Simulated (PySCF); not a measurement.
Estimate the missing entries of this data sheet.

C4H9Cl2PSi2.
InChI=1S/C4H9Cl2PSi2/c1-8-7-9-3-2-4(5)6/h4,7H,8-9H2,1H3

Conformer (atom-mapped SMILES and torsion angles): `[CH3:1][SiH2:2][PH:3][SiH2:4][C:5]#[C:6][CH:7]([Cl:8])[Cl:9]`: C1–Si2–P3–Si4 33°, Si2–P3–Si4–C5 50°.

```csv
property,level,value
point group of the GFN2-xTB geometry,GFN2-xTB,?
"rotational constants A, B, C of the GFN2-xTB geometry",GFN2-xTB,?
dipole moment,PBE0/pcSseg-1,?
HOMO energy,PBE0/pcSseg-1,?
LUMO energy,PBE0/pcSseg-1,-1.23 eV
13C chemical shifts (computed TMS as zero) by class,GIAO PBE0/pcSseg-1,?
1H chemical shifts (computed TMS as zero) by class,GIAO PBE0/pcSseg-1,?
"isotropic shieldings of nuclei other than C and H, by class",GIAO PBE0/pcSseg-1,?
```

Electronic properties: PySCF, gas phase, density fitting. The shieldings hold no spin–orbit term; for a carbon that bears several chlorines this term is known to matter. NMR classes are plain means over equivalent atoms (diastereotopic ones count apart unless rotation or inversion swaps them), as if these changed places fast; in this geometry the members of some classes differ.

(1) Give the 13C chemical shifts (computed TMS as zero) by class.

(2) The point group of the GFN2-xTB geometry?

(3) The rotational constants A, B, C of the GFN2-xTB geometry?

(4) The 1H chemical shifts (computed TMS as zero) by class?

(5) The dipole moment?

(6) What are the isotropic shieldings of nuclei other than C and H, by class?

(7) Give the HOMO energy.

## Answers

(1) 111.5 (1 C), 100.3 (1 C), 70.7 (1 C), -3.5 (1 C) ppm.

(2) C1.

(3) 1.074, 0.292, 0.287 GHz.

(4) 6.34 (1 H), 4.87 (2 H), 4.49 (2 H), 0.47 (1 H), 0.39 (3 H) ppm.

(5) 2.89 D.

(6) 398 (1 Si), 423 (1 Si), 633 (1 P), 594 (2 Cl) ppm.

(7) -7.31 eV.

A dipole of 2.89 D is allowed in C1, and pure rotational transitions are dipole-allowed. The rotational constants make it an asymmetric top with κ = (2B − A − C)/(A − C) = -0.99, nearer the prolate limit (−1). The dipole matches unit charges of opposite sign 0.60 Å apart (1 e·Å = 4.8032 D). With B = h/(8π²I), that is 505.379 GHz u Å² over I, the principal moments of inertia are 470.5, 1728.5 and 1763.7 u Å² (most abundant isotopes); the inertial defect Ic − Ia − Ib is -435.3 u Å² (zero for a rigid planar frame, negative otherwise).

One conformer stands for the species.
